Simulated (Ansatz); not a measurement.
Species: C6H6N (charge 0, doublet). It need not be the lowest isomer of its formula. SMILES: Cc1ccc[c]n1
Structure (B3LYP-D3(BJ)/def2-TZVP (Ansatz, an electronic-structure program) minimum search):
```xyz
13

C     -2.3216     0.3709     0.1879
C     -0.8494     0.1328     0.0710
C     -0.0066     0.9190    -0.7053
C      1.3569     0.6301    -0.7610
C      1.8684    -0.4420    -0.0409
C      0.9274    -1.1490     0.6945
N     -0.3237    -0.9040     0.7611
H     -2.8741    -0.5102    -0.1442
H     -2.6357     1.2276    -0.4068
H     -2.5940     0.5467     1.2303
H     -0.4125     1.7522    -1.2632
H      2.0150     1.2427    -1.3661
H      2.9167    -0.7015    -0.0549
```
Charge 0, spin multiplicity 2.

Atomisation energy built up term by term with Ansatz (kcal/mol; UHF references for open shells; valence terms freeze the core; atomic spin-orbit terms are left out). Basis-set limits of correlation are two-point, X^-3; Hartree-Fock from the larger set.

The UHF reference is spin-contaminated (<S^2> 0.51 over the pure value in the largest basis). 

```json
[
 {"term": "Hartree-Fock", "basis": "cc-pVQZ", "kcal/mol": "1033.28"},
 {"term": "CCSD correlation", "basis": "CBS(cc-pVTZ,cc-pVQZ)", "kcal/mol": "___"},
 {"term": "(T)", "basis": "CBS(cc-pVTZ,cc-pVQZ)", "kcal/mol": "___"},
 {"term": "core correlation", "basis": "cc-pwCVTZ", "kcal/mol": "7.38"},
 {"term": "scalar relativity (X2C)", "basis": "cc-pVTZ-DK against cc-pVTZ", "kcal/mol": "-1.21"},
 {"term": "sum: De", "basis": "", "kcal/mol": "___"}
]
```

Complete the blanks.


- CCSD correlation, kcal/mol: 350.87
- (T), kcal/mol: 32.21
- sum: De, kcal/mol: 1422.5
